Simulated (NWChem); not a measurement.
System: C$_{3}$HBFNO; SMILES C(#C)B(F)OC#N

```xyz
8

C      1.9573    -1.5806     0.0000
C      0.8155    -1.1734     0.0000
B     -0.5984    -0.6410     0.0000
F     -1.6633    -1.4169     0.0000
O     -0.8945     0.7225     0.0000
C      0.0062     1.6575     0.0000
N      0.7572     2.5461     0.0000
H      2.9639    -1.9386     0.0000
```
Atoms are numbered in this order, from 1.

Structure relaxed at the B3LYP/6-31G* (spherical d) level. B3LYP is NWChem's, with the RPA form of VWN correlation.

Task: Give the principal values of the shielding tensors (ppm) of C1, C2, B3, F4, O5 from B3LYP/6-31G* (spherical d), GIAO (NWChem), with their diamagnetic and paramagnetic parts as GIAO splits them.

Result: 
```
atom    σ11    σ22    σ33  isotropic  diamagnetic  paramagnetic
----  -----  -----  -----  ---------  -----------  ------------
C1     23.7   36.1  238.4       99.4        270.7        -171.3
C2     39.0   42.2  287.0      122.7        251.3        -128.6
B3     82.4   97.8  101.7       94.0        205.1        -111.1
F4     91.8  292.4  400.1      261.4        472.3        -210.9
O5    130.2  232.1  248.5      203.6        392.2        -188.6
```
